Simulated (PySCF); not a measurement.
Energy of Sr²⁺ (strontium, charge +2) between two integer charges

The 4p beta orbital of [Kr] is emptied in steps (occupation f), with all orbitals relaxed, ending at [Ar] 3d10 4s2 4p5. Calculation: PySCF 2.14, in def2-TZVPPD with the def2 core potential (28 electrons) (6s4p3d1f, 40 functions); a scalar-relativistic core potential. The exact energy is a straight line in f; departures are measured from the line between the end points of the same method.

```tsv
f	UHF (eV)	LDA (eV)	PBE (eV)	PBE0 (eV)	r2SCAN (eV)	LC-wPBE (eV)	BHandHLYP (eV)	wB97X (eV)	r2SCAN0 (eV)	TPSS (eV)
1	0.000	0.000	0.000	0.000	0.000	0.000	0.000	0.000	0.000	0.000
0.9	0.083	-0.589	-0.578	-0.416	-0.542	-0.149	-0.254	-0.194	-0.391	-0.555
0.7	0.190	-1.375	-1.345	-0.968	-1.250	-0.344	-0.592	-0.445	-0.899	-1.289
0.5	0.223	-1.636	-1.594	-1.146	-1.460	-0.402	-0.705	-0.516	-1.050	-1.524
0.3	0.185	-1.372	-1.330	-0.956	-1.196	-0.329	-0.592	-0.426	-0.859	-1.269
0.1	0.078	-0.586	-0.565	-0.406	-0.499	-0.137	-0.254	-0.183	-0.358	-0.538
0	0.000	0.000	0.000	0.000	0.000	0.000	0.000	0.000	0.000	0.000
```

**Question.** For LDA, how does the orbital energy at f = 1 compare with the removal energy?

**Answer.** −ε = 36.643 eV against a total-energy difference of 43.190 eV. By Janak's theorem ε = ∂E/∂f, so the gap between them reflects the curvature. Along the path −ε is 37.950 (f = 0.9), 40.573 (f = 0.7), 43.200 (f = 0.5), 45.818 (f = 0.3), 48.412 (f = 0.1) eV.

| method | E(f=0) − E(f=1) (eV) | −ε at f=1 (eV) | −ε at f=0.5 (eV) |
| --- | --- | --- | --- |
| UHF | 42.282 | 43.207 | 42.266 |
| LDA | 43.190 | 36.643 | 43.200 |
| PBE | 43.131 | 36.702 | 43.173 |
| PBE0 | 43.242 | 38.608 | 43.276 |
| r2SCAN | 43.363 | 37.308 | 43.522 |
| LC-wPBE | 43.276 | 41.610 | 43.318 |
| BHandHLYP | 43.206 | 40.383 | 43.206 |
| wB97X | 43.325 | 41.151 | 43.389 |
| r2SCAN0 | 43.351 | 38.989 | 43.472 |
| TPSS | 43.044 | 36.862 | 43.104 |

Reference removal energy between the ground levels: 42.884 eV (measured; NIST Atomic Spectra Database, ionization energies). The calculation has no spin-orbit coupling. UHF lacks correlation.
